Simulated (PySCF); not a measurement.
Ge(F)(Br)(OH)2 (BrFGeH₂O₂), SMILES [OH][Ge]([OH])([F])[Br]. Atoms are numbered in the order given.

```xyz
7

O     -0.9186     1.8314     0.5678
Ge    -0.5447     0.1245     0.3644
O     -1.9398    -0.6545    -0.3507
F     -0.2302    -0.5206     1.9453
Br     1.2973    -0.3077    -0.9131
H     -0.2673     2.3070     1.1028
H     -2.7675    -0.2511    -0.0492
```

Coordinates come from a B3LYP-D3(BJ)/def2-SVP optimisation. The structure was generated by enumeration, and PubChem lists no compound with its InChIKey, so it may never have been made. Other conformers were not sampled.

Two levels are set side by side: PBE/pcSseg-1 (PySCF) and KT2/pcSseg-1 (PySCF). GIAO shifts against CFCl3 (¹⁹F), GeH4 (⁷³Ge), H2O (¹⁷O), TMS (¹H) at the same level; non-relativistic, no solvent, atoms listed together averaged. Without spin–orbit terms, shifts of atoms bonded to Cl or Br come out too high at both levels. Differences are taken from unrounded values.

```
quantity                 KT2
--------------------  ------
δ(⁷³Ge) of Ge2 (ppm)   377.4
δ(¹⁹F) of F4 (ppm)    -113.1
```

Q: What does PBE give, and how far is it from KT2? (The exact figures need the calculation; the answer reports its results.)

A: 
| quantity | PBE | PBE minus KT2 |
|---|---|---|
| δ(⁷³Ge) of Ge2 (ppm) | 385.7 | 8.3 |
| δ(¹⁹F) of F4 (ppm) | -108.2 | 4.8 |

Rough cost on one machine, each run with all the roots and properties that it gave: KT2 against PBE within a factor of 2.
